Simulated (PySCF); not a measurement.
**Ag²⁵⁺: ionisation energy**

Ag²⁵⁺ [Ar] 3d4 [3d3/2^4, M_J = 0] → Ag²⁶⁺ [Ar] 3d3 [3d3/2^3, M_J = 3/2], as a difference of total energies. Calculation: PySCF 2.14, in an uncontracted even-tempered set (16 s from 3.5 bohr⁻², ratio 2.8; 12 p from 4.5 bohr⁻², ratio 2.8; 8 d from 4.5 bohr⁻², ratio 2.8; 3 f from 16 bohr⁻², ratio 3); the two-component X2C-1e Hamiltonian. Correlated levels: [Ne] frozen; the 74 highest virtual spinors dropped. "Screened" scales the spin-orbit matrix elements by Boettger's factors to mimic the two-electron term; Breit and QED terms are absent.

```csv
method,ionisation energy (eV)
GHF (spin-free),1307.2
GMP2 (spin-free),1307.5
GHF (screened spin-orbit),1306.5
GMP2 (screened spin-orbit),1307.0
```

Breit and QED terms and the two-electron picture change are absent.

The spin-free rows relax to the high-spin LS determinant and lack the spin-orbit shift.

The labels give the starting determinants; with spin-orbit coupling the two ends relaxed to ⟨J²⟩ = 1.62, ⟨L²⟩ = 4.53, ⟨S²⟩ = 4.53 and ⟨J²⟩ = 4.89, ⟨L²⟩ = 10.82, ⟨S²⟩ = 3.16.

The determinant of Ag²⁵⁺ and of Ag²⁶⁺ mixes levels of different J (the jj label is only the starting occupation), so the difference between spin-free and spin-orbit rows is not the physical spin-orbit shift.

For comparison: 1308 ± 4 eV (theoretical estimate listed by NIST; NIST Atomic Spectra Database, ionization energies).
